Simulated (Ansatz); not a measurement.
GeH₃ISi, SMILES [SiH3][Ge][I] (connectivity only; charge and spin as stated), neutral, multiplicity 1.

Geometry: PBE-D3(BJ)/def2-SVP. The structure was generated by enumeration; whether it is a known compound was not checked. The def2 effective core potentials stand for the cores of I; spin–orbit coupling is left out.

Two levels are set side by side: PBE/def2-SVPD (Ansatz, an electronic-structure program) and CAM-B3LYP/def2-SVPD (Ansatz). Energy differences of separate SCF runs at the same geometry; the states with an electron removed or added have multiplicity 2 and 2. Differences are taken from unrounded values.

```json
[
 {"quantity": "vertical ionisation energy (eV)", "CAM-B3LYP": "8.50"},
 {"quantity": "vertical electron affinity (eV)", "CAM-B3LYP": "1.83"},
 {"quantity": "vertical singlet–triplet gap (eV)", "CAM-B3LYP": "1.26"}
]
```

Question: What does PBE give, and how far is it from CAM-B3LYP? (The exact figures need the calculation; the answer reports its results.)

Answer: 
```json
[
 {"quantity": "vertical ionisation energy (eV)", "PBE": "8.19", "PBE minus CAM-B3LYP": "-0.31"},
 {"quantity": "vertical electron affinity (eV)", "PBE": "1.72", "PBE minus CAM-B3LYP": "-0.11"},
 {"quantity": "vertical singlet–triplet gap (eV)", "PBE": "1.18", "PBE minus CAM-B3LYP": "-0.08"}
]
```
